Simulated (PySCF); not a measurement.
Compound: benzocyclobutene, C₈H₈.
SMILES with atom numbers: `[cH:1]1[cH:2][cH:3][c:4]2[c:5]([cH:6]1)[CH2:7][CH2:8]2` (hydrogens: H9 on C1; H10 on C2; H11 on C3; H12 on C6; H13, H14 on C7; H15, H16 on C8)

The same species was optimised twice, with GFN2-xTB and with PBE0-D3(BJ)/def2-SVP (PySCF), and the same property calculations (PySCF, gas phase) were run on both structures.

```tsv
coordinate	GFN2-xTB	PBE0-D3(BJ)/def2-SVP	change
C1–C2 (Å)	1.386	1.401	+0.015
C3–C4 (Å)	1.372	1.387	+0.015
C5–C6 (Å)	1.372	1.387	+0.015
C7–C8 (Å)	1.555	1.568	+0.013
C4–C8 (Å)	1.507	1.514	+0.007
C5–C7 (Å)	1.507	1.513	+0.006
C2–C3 (Å)	1.396	1.402	+0.006
C1–C6 (Å)	1.396	1.402	+0.006
C4–C5 (Å)	1.395	1.395	0.000
C2–C3–C4 (°)	115.5	115.8	+0.3
C1–C6–C5 (°)	115.5	115.8	+0.3
C4–C8–C7 (°)	87.0	86.7	-0.3
C4–C5–C7 (°)	93.0	93.3	+0.3
C5–C4–C8 (°)	93.0	93.3	+0.3
C5–C7–C8 (°)	86.9	86.7	-0.2
C2–C1–C6 (°)	122.0	121.8	-0.2
C1–C2–C3 (°)	122.0	121.8	-0.2
```

Rotational constants: A = 4511, B = 2124, C = 1471 MHz (GFN2-xTB) against A = 4457, B = 2091, C = 1449 MHz (PBE0-D3(BJ)/def2-SVP). Point groups within 0.08 Å: C2v and C2v.

On the GFN2-xTB structure: lowest singlet, TDDFT (eV) 5.29 [B3LYP/def2-SVPD]; isotropic polarisability (au) 88.3 [B3LYP/def2-SVPD]; HOMO (eV) -6.63 [B3LYP/def2-SVPD]; LUMO (eV) -0.44 [B3LYP/def2-SVPD]; dipole (D) 0.53 [B3LYP/def2-SVPD]; HOMO (eV) -6.86 [PBE0/pcSseg-1]; LUMO (eV) -0.21 [PBE0/pcSseg-1]; dipole (D) 0.52 [PBE0/pcSseg-1]; GIAO shielding of C1/C2 (mean) (ppm) 54.7 [PBE0/pcSseg-1]; GIAO shielding of C3/C6 (mean) (ppm) 59.4 [PBE0/pcSseg-1]; GIAO shielding of C4/C5 (mean) (ppm) 35.7 [PBE0/pcSseg-1]; GIAO shielding of C7/C8 (mean) (ppm) 156.3 [PBE0/pcSseg-1].

Q: What do these properties become on the PBE0-D3(BJ)/def2-SVP structure?

A: 
```json
{"property": "lowest singlet, TDDFT (eV)", "level": "B3LYP/def2-SVPD", "on GFN2-xTB": "5.29", "on PBE0-D3(BJ)/def2-SVP": "5.21", "change": "-0.08"}
{"property": "isotropic polarisability (au)", "level": "B3LYP/def2-SVPD", "on GFN2-xTB": "88.3", "on PBE0-D3(BJ)/def2-SVP": "90.2", "change": "+1.9"}
{"property": "HOMO (eV)", "level": "B3LYP/def2-SVPD", "on GFN2-xTB": "-6.63", "on PBE0-D3(BJ)/def2-SVP": "-6.64", "change": "-0.01"}
{"property": "LUMO (eV)", "level": "B3LYP/def2-SVPD", "on GFN2-xTB": "-0.44", "on PBE0-D3(BJ)/def2-SVP": "-0.52", "change": "-0.08"}
{"property": "dipole (D)", "level": "B3LYP/def2-SVPD", "on GFN2-xTB": "0.53", "on PBE0-D3(BJ)/def2-SVP": "0.51", "change": "-0.02"}
{"property": "energy, GFN2-xTB geometry as zero (kcal/mol)", "level": "B3LYP/def2-SVPD", "on GFN2-xTB": "0.0", "on PBE0-D3(BJ)/def2-SVP": "-1.4", "change": "-1.4"}
{"property": "HOMO (eV)", "level": "PBE0/pcSseg-1", "on GFN2-xTB": "-6.86", "on PBE0-D3(BJ)/def2-SVP": "-6.86", "change": "0.00"}
{"property": "LUMO (eV)", "level": "PBE0/pcSseg-1", "on GFN2-xTB": "-0.21", "on PBE0-D3(BJ)/def2-SVP": "-0.29", "change": "-0.08"}
{"property": "dipole (D)", "level": "PBE0/pcSseg-1", "on GFN2-xTB": "0.52", "on PBE0-D3(BJ)/def2-SVP": "0.51", "change": "-0.01"}
{"property": "energy, GFN2-xTB geometry as zero (kcal/mol)", "level": "PBE0/pcSseg-1", "on GFN2-xTB": "0.0", "on PBE0-D3(BJ)/def2-SVP": "-0.3", "change": "-0.3"}
{"property": "GIAO shielding of C1/C2 (mean) (ppm)", "level": "PBE0/pcSseg-1", "on GFN2-xTB": "54.7", "on PBE0-D3(BJ)/def2-SVP": "51.7", "change": "-3.0"}
{"property": "GIAO shielding of C3/C6 (mean) (ppm)", "level": "PBE0/pcSseg-1", "on GFN2-xTB": "59.4", "on PBE0-D3(BJ)/def2-SVP": "56.5", "change": "-2.9"}
{"property": "GIAO shielding of C4/C5 (mean) (ppm)", "level": "PBE0/pcSseg-1", "on GFN2-xTB": "35.7", "on PBE0-D3(BJ)/def2-SVP": "34.1", "change": "-1.6"}
{"property": "GIAO shielding of C7/C8 (mean) (ppm)", "level": "PBE0/pcSseg-1", "on GFN2-xTB": "156.3", "on PBE0-D3(BJ)/def2-SVP": "153.3", "change": "-3.0"}
```

The heavy atoms differ by 0.012 Å rms after alignment. Among bonds between heavy atoms C1–C2, C3–C4 and C5–C6 change most and about equally (+0.015 Å). Changes are differences of the printed values. Neither structure is proved a minimum here.
